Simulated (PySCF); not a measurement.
Species: C₅H₁₂Si₃.
SMILES with atom numbers: `[CH3:1][Si@@H:2]1[CH2:3][SiH2:4][C@H:5]1[C:6]#[C:7][SiH3:8]`

Cartesian coordinates in Å at the GFN2-xTB level; atoms count from 1:
```
atom  x, y, z in Å
C1    -2.511    1.862    0.186
Si2   -1.288    0.661   -0.626
C3    -2.014   -1.089   -0.948
Si4   -0.837   -1.919    0.318
C5    -0.078   -0.167    0.648
C6     1.309   -0.042    0.341
C7     2.477    0.052    0.042
Si8    4.255    0.190   -0.383
H9    -2.016    2.773    0.506
H10   -2.985    1.416    1.056
H11   -3.296    2.142   -0.510
H12   -0.612    1.277   -1.773
H13   -1.878   -1.443   -1.966
H14   -3.072   -1.197   -0.725
H15    0.101   -2.885   -0.247
H16   -1.509   -2.475    1.497
H17   -0.239    0.178    1.672
H18    5.053   -0.597    0.567
H19    4.671    1.597   -0.322
H20    4.464   -0.323   -1.744
```

NICS = −σ at a ghost point: NICS(0) at the centroid of the ring atoms, NICS(1) 1 Å to either side along the normal of their mean plane, zz for the tensor component along that normal. Level: GIAO PBE0/pcSseg-1 (PySCF, non-relativistic, gas phase) on the GFN2-xTB geometry, one conformer.

Ring bond lengths (Å), with Mayer bond orders in brackets: Si2–C3 1.922 (0.90), C3–Si4 1.917 (0.92), Si4–C5 1.938 (0.82), C5–Si2 1.942 (0.80).

Task: What do the NICS probes read (ppm)?

Result: 
```
         ring                                                type  NICS(0)  NICS(1), two faces  NICS(1)zz, two faces  rms pucker (Å)  centre to ring atoms, mean (Å)
Si2–C3–Si4–C5  4-membered ring with 2 Si; formal bonds all single      0.2         -0.2 / -1.6             6.0 / 4.2            0.00                            1.36
```

Task: What can be read from them?

Result: 
- Si2–C3–Si4–C5: mean NICS(1)zz 5.1 ppm, deshielded. Si2, C3, Si4, C5 have four or more neighbours; no verdict on aromaticity is drawn.

Task: At the first NICS(1) probe listed for ring Si2–C3–Si4–C5, 1 Å off the ring, what do the in-plane components average?

Result: The isotropic value is a third of the trace: (3 × -0.2 − (6.0))/2 = -3.3 ppm.

Time: 82 s; peak memory 0.90 GiB. Hardware: an Arm Neoverse N1 with one thread, on a shared host. This is the whole shielding run at PBE0/pcSseg-1, SCF included.
